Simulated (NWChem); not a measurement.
# Atomisation of Cl₂Se

```
Se
Cl 1 2.1704
Cl 1 2.1704 2 101.84
```
Charge 0, spin multiplicity 1.

Everything below was run with NWChem. Structure: optimised with PBE0/def2-SVP, a minimum by its harmonic frequencies.

Basis set: def2-TZVP. The atomisation energy is electronic alone: no zero-point, thermal, spin-orbit or counterpoise terms. No value is extrapolated to the basis-set limit. Free atoms are single determinants with multiplicities Se 3, Cl 2.

The Hamiltonian is non-relativistic. The structure started from a generated list of species. No SCF solution was tested for a lower state.

Problem. One of these methods gave an atomisation energy of 126.8 kcal/mol. Which?
A) M06-2X
B) CAM-B3LYP
C) PBE
D) PBE0

Solution. D, PBE0. The others give 118.1 (CAM-B3LYP), 120.5 (M06-2X), 137.8 (PBE).
